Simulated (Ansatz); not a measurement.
CH4FNO2Si can be A, `NC1(F)O[SiH2]O1`, or B, `N[Si]1(F)OCO1`.

Isolated molecules relaxed with PBE0-D4/def2-TZVP in Ansatz; ΔE leaves out vibrations. CCSD(T)/CBS adds triple-zeta CCSD(T) − MP2 to the extrapolated MP2 energy (def2 sets, frozen cores). Functionals use def2-TZVPP. B3LYP here is the variant with VWN-RPA as its local correlation; programs differ in this. One conformer a species, not always the lowest.

Q: Which is lower in electronic energy at CCSD(T)/CBS, and by how much? (Best estimate.)

A: Computed: B, by 71.4 kcal/mol.

Q: Give E(B) − E(A) in kcal/mol with B3LYP-D4, PBE0-D4, ωB97M-V, HF/def2-TZVPP, MP2/def2-TZVPP, CCSD(T)/def2-TZVPP, CCSD/def2-TZVPP. (An estimate is asked.)

A: The calculation gave: B3LYP-D4 -69.0, PBE0-D4 -66.6, ωB97M-V -68.4, HF/def2-TZVPP -70.4, MP2/def2-TZVPP -72.2, CCSD(T)/def2-TZVPP -69.7, CCSD/def2-TZVPP -70.6. None reverses the order clearly.

Largest T1 diagnostic: 0.012.

From PBE to PBE0 (25 % exact exchange), in def2-TZVPP and without D4, E(B) − E(A) moves by −1.9 kcal/mol.
